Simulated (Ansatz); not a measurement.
Question: Name a neutral molecule of C, Ge, O, Si and H with HOMO–LUMO gap (PBE/def2-TZVPP) between 4.45 and 4.75 eV and HOMO–LUMO gap (B3LYP/def2-TZVPP) between 6.15 and 6.45 eV (Ansatz, PBE0-D4/def2-TZVP geometry).

Answer: `[GeH3][SiH]1CO1` (4.67 eV, 6.27 eV). Other molecules can fit too; these were computed, each in one conformer that needn't be the lowest.

B3LYP here is the variant with VWN-RPA as its local correlation; programs differ in this.
